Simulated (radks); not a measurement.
Species: Ca8+. Configuration: [Ne] 3s2.

All-electron calculation, non-relativistic Kohn-Sham, TPSS, spin-polarised, spherical densities, point nucleus; meta-GGA in the generalised Kohn-Sham scheme. Program: a radial shooting solver on a logarithmic mesh with Libxc functionals.

Energy parts (eV):
part                      energy
total                 -17835.261
kinetic                17823.267
electron-nucleus      -40188.589
Hartree                 5387.645
exchange-correlation    -857.585

Orbitals (lengths in bohr, moments of r in powers of bohr):
orbital,occ.,eigenvalue (eV),<r>
1s,2,-4111.707,0.07728
2s,2,-574.9530,0.3629
2p,6,-498.6704,0.3244
3s,2,-178.0273,1.005

The highest occupied level is 3s at -178.03 eV. For comparison, the ionisation energy in NIST's Atomic Spectra Database is 188.5 eV (semi-empirical). In exact Kohn-Sham theory the highest level is minus the ionisation energy, but local and semilocal functionals leave it too shallow, through self-interaction and a potential that decays too fast; potentials with the right tail come closer. The electron density at the nucleus is 5352 e/bohr^3. Summed over all electrons, <r^2> = 3.397 bohr^2, which gives a Langevin (diamagnetic) susceptibility term of -2.69 x 10^-6 cm^3/mol. Virial ratio -V/T = 2.00067.
